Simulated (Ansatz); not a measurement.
Basis-set extrapolation for C$_{2}$HClFSi, SMILES `C#C[Si](F)Cl` radical (PBE0-D4/def2-TZVP geometry, frozen core, Ansatz). Multiplicity 2, UHF reference.

```json
{"": "HF", "def2-TZVPP": "-924.317368", "def2-QZVPP": "-924.347230"}
{"": "MP2 correlation", "def2-TZVPP": "-0.818741", "def2-QZVPP": "-0.890155"}
{"": "CCSD(T) correlation", "def2-TZVPP": "-0.884791", "def2-QZVPP": "not run"}
```

Energies in hartree. Use E(X) = E(∞) + A·exp(−7.88·√X) for Hartree–Fock and E(X) = E(∞) + B·X^(−2.97) for correlation, with X = 3 and 4, and add CCSD(T) minus MP2 of the smaller set to the MP2 limit.

What is the CCSD(T) energy at the basis-set limit?

HF limit: -924.347230 + (-0.029862) × 0.13774 = -924.35134. MP2 limit: -0.890155 + (-0.071414) × 0.74074 = -0.94305. Higher-order term: -0.884791 − (-0.818741) = -0.06605. Total: -925.36044 hartree, 99.3 kcal/mol below CCSD(T)/def2-TZVPP.
